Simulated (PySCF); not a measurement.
3-ethoxypropionic acid, C5H10O3.
Bonds: C1–C2, C2–O3, O3–C4, C4–C5, C5–C6, C6–O7 (double), C6–O8. Hydrogens: H9, H10, H11 on C1; H12, H13 on C2; H14, H15 on C4; H16, H17 on C5; H18 on O8.

A GFN2-xTB structure was refined with PBE0-D3(BJ)/def2-SVP geometry optimisation, gas phase (PySCF). Its GFN2-xTB values:

```json
{"coordinate": "C1–C2", "GFN2-xTB": "1.528 Å"}
{"coordinate": "C1–H9", "GFN2-xTB": "1.087 Å"}
{"coordinate": "C1–H10", "GFN2-xTB": "1.087 Å"}
{"coordinate": "C2–O3", "GFN2-xTB": "1.410 Å"}
{"coordinate": "C2–H12", "GFN2-xTB": "1.093 Å"}
{"coordinate": "O3–C4", "GFN2-xTB": "1.410 Å"}
{"coordinate": "C4–C5", "GFN2-xTB": "1.525 Å"}
{"coordinate": "C4–H14", "GFN2-xTB": "1.098 Å"}
{"coordinate": "C5–C6", "GFN2-xTB": "1.504 Å"}
{"coordinate": "C5–H16", "GFN2-xTB": "1.092 Å"}
{"coordinate": "C6=O7", "GFN2-xTB": "1.201 Å"}
{"coordinate": "C6–O8", "GFN2-xTB": "1.339 Å"}
{"coordinate": "O8–H18", "GFN2-xTB": "0.970 Å"}
{"coordinate": "C1–C2–O3", "GFN2-xTB": "114.2°"}
{"coordinate": "C2–O3–C4", "GFN2-xTB": "114.7°"}
{"coordinate": "O3–C4–C5", "GFN2-xTB": "108.0°"}
{"coordinate": "C4–C5–C6", "GFN2-xTB": "111.9°"}
{"coordinate": "C5–C6–O7", "GFN2-xTB": "126.1°"}
{"coordinate": "C5–C6–O8", "GFN2-xTB": "111.5°"}
{"coordinate": "O7–C6–O8", "GFN2-xTB": "122.5°"}
{"coordinate": "C1–C2–O3–C4", "GFN2-xTB": "71°"}
{"coordinate": "C2–O3–C4–C5", "GFN2-xTB": "170°"}
{"coordinate": "O3–C4–C5–C6", "GFN2-xTB": "176°"}
{"coordinate": "C4–C5–C6–O7", "GFN2-xTB": "-3°"}
```

Question: How do these coordinates change at the PBE0-D3(BJ)/def2-SVP level?

Answer: 
| coordinate | PBE0-D3(BJ)/def2-SVP (Å or °) | change |
| --- | --- | --- |
| C1–H10 | 1.101 | +0.014 |
| C4–C5 | 1.511 | -0.014 |
| C1–H9 | 1.100 | +0.013 |
| O3–C4 | 1.397 | -0.013 |
| C5–H16 | 1.103 | +0.011 |
| C1–C2 | 1.518 | -0.010 |
| C2–H12 | 1.101 | +0.008 |
| C4–H14 | 1.106 | +0.008 |
| C2–O3 | 1.403 | -0.007 |
| C5–C6 | 1.500 | -0.004 |
| C6=O7 | 1.204 | +0.003 |
| O8–H18 | 0.970 | 0.000 |
| C6–O8 | 1.339 | 0.000 |
| C4–C5–C6 | 112.6 | +0.7 |
| C5–C6–O7 | 125.3 | -0.8 |
| C5–C6–O8 | 112.1 | +0.6 |
| O3–C4–C5 | 107.8 | -0.2 |
| C1–C2–O3 | 114.0 | -0.2 |
| C2–O3–C4 | 114.9 | +0.2 |
| O7–C6–O8 | 122.6 | +0.1 |
| C2–O3–C4–C5 | 175 | +5 |
| C1–C2–O3–C4 | 73 | +2 |
| O3–C4–C5–C6 | 179 | +3 |
| C4–C5–C6–O7 | -4 | -1 |

The energy falls by 1.0 kcal/mol over 8 energy and gradient evaluations, the largest force component goes from 0.0142 to 3.4e-04 Eh/bohr, and the atoms move by 0.083 Å rms after alignment. Among the bonds, O3–C4, C4–C5, C1–H9, C1–H10 and C1–H11 change most and about equally (-0.014 to +0.014 Å). Bonds longer at the end by more than 0.005 Å: 9 of 17; shorter: 4. Rotational constants go from 5960, 785.2, 722.3 to 5986, 786.8, 729.1 MHz.

The run used 162 basis functions and 59 SCF cycles in all. On Intel Xeon Gold 6455B, one thread, no GPU, shared host, this took 73 s of wall time and 0.76 GiB of memory at its peak.

PBE0-D3(BJ)/def2-SVP frequencies: not computed here. One conformer, not necessarily the lowest.
